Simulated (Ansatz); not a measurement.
Ansatz (an electronic-structure program) input (B3LYP-D3(BJ)/def2-TZVP):

Ansatz 0.2 input:
```yaml
crystal:
  periodic: [false, false, false]
  atoms:
    - {symbol: Ta, position_ang: [0.18343615, -0.47695797, 0.01263914]}
    - {symbol: O, position_ang: [-0.11621350, -2.16160895, 0.02113253]}
    - {symbol: O, position_ang: [0.65311991, 1.32533363, -0.00073671]}
    - {symbol: O, position_ang: [-0.66820103, 1.22839298, 0.02451507]}
basis:
  gaussian:
    orbitals: def2-TZVP
hamiltonian:
  xc: b3lyp
  dispersion: d3bj
magnetization: {spin_polarized: true, initial_magnetization: 1}
relax: {f_tol: 0.002, max_steps: 150}
```

End of the output:

```
these checks for a lower state are left out or cut short: starts, cluster_reference, orbital_swaps, neighbouring_geometries, increment
integrals: 0.05 GiB planned
827 factors; their error is unknown
mean field: 0.58 GiB planned
mean field evaluation 160: about -7694.6336 eV, gradient 2.9e-3 eV
mean field -7694.63362228 eV, -282.7725700089 hartree, gradient 2.2e-5 eV, S^2 0.755450; 0 other end points of the search recorded, 0 dependent functions left out
the calculation of the forces begins
reference -7694.63384549 eV, -282.7725782117 hartree; 19, 18 occupied and 114, 115 virtual orbitals, 827 factors
relax step  15: F+E_penalty+E_count = -7694.75192930 eV  Δ(F+E_penalty+E_count) = -4.341e-4 eV  max|allowed force component| = 4.879e-3 eV/Å  Δτ_max = 0.0036 Å  (46 SCF iters, accepted)
these checks for a lower state are left out or cut short: starts, cluster_reference, orbital_swaps, neighbouring_geometries, increment
integrals: 0.05 GiB planned
827 factors; their error is unknown
mean field: 0.58 GiB planned
mean field -7694.63362098 eV, -282.7725699609 hartree, gradient 1.5e-5 eV, S^2 0.755443; 0 other end points of the search recorded, 0 dependent functions left out
the calculation of the forces begins
reference -7694.63384419 eV, -282.7725781639 hartree; 19, 18 occupied and 114, 115 virtual orbitals, 827 factors
relax step  16: F+E_penalty+E_count = -7694.75193073 eV  Δ(F+E_penalty+E_count) = -1.433e-6 eV  max|allowed force component| = 3.539e-4 eV/Å  Δτ_max = 0.0003 Å  (46 SCF iters, accepted)
integrals: 0.05 GiB planned
827 factors; their error is unknown
mean field: 0.58 GiB planned
mean field evaluation 192: about -7694.6336 eV, gradient 2.3e-4 eV
mean field -7694.63362098 eV, -282.7725699609 hartree, gradient 6.0e-5 eV, S^2 0.755443; 3 other end points of the search recorded, 0 dependent functions left out
the calculation of the forces begins
reference -7694.63384419 eV, -282.7725781639 hartree; 19, 18 occupied and 114, 115 virtual orbitals, 827 factors
Total energy: -7694.75215395 eV, -282.7769259672 hartree
Atom 0 at     0.401776    -0.491164     0.566754 Å, force     0.000220    -0.000354     0.000007 eV/Å
Atom 1 at    -0.185426    -1.792602    -0.395180 Å, force    -0.000120     0.000063     0.000123 eV/Å
Atom 2 at     0.531228     1.125368    -0.466697 Å, force    -0.000217     0.000281     0.000199 eV/Å
Atom 3 at    -0.695437     1.073559     0.352673 Å, force     0.000118     0.000009    -0.000329 eV/Å
Dipole moment:     0.506244    -0.199466     0.745509 e Å
```

The spin state was set by rule; other spins were not relaxed.
